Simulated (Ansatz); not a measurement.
barium atom (Ba), singlet (core potentials on Ba); REVPBE/def2-SVP run with Ansatz (a program for electronic structure).

The Ansatz input:
Ansatz 0.2 input:
```yaml
crystal:
  periodic: [false, false, false]
  atoms:
    - {symbol: Ba, position_ang: [0.00000000, 0.00000000, 0.00000000]}
basis:
  gaussian:
    orbitals: def2-SVP
hamiltonian:
  xc: revpbe
```

The log (banner, timings and long lists left out):

```
Functional definition: revPBE
263 factors; their error is unknown
mean field evaluation 1: about -693.0369 eV, gradient 1.0e0 eV
mean field evaluation 2: about -693.0410 eV, gradient 2.8e-1 eV
mean field evaluation 4: about -693.0317 eV, gradient 2.4e-2 eV
mean field evaluation 8: about -693.0317 eV, gradient 1.3e-4 eV
mean field evaluation 16: about -689.9078 eV, gradient 7.6e0 eV
mean field -693.03168485 eV, -25.4684446643 hartree, gradient 1.7e-5 eV, S^2 0.000000; 0 other end points of the search recorded, 0 dependent functions left out
reference -693.03171987 eV, -25.4684459516 hartree; 5, 5 occupied and 25, 25 virtual orbitals, 263 factors
Total energy: -693.03171987 eV, -25.4684459516 hartree
```
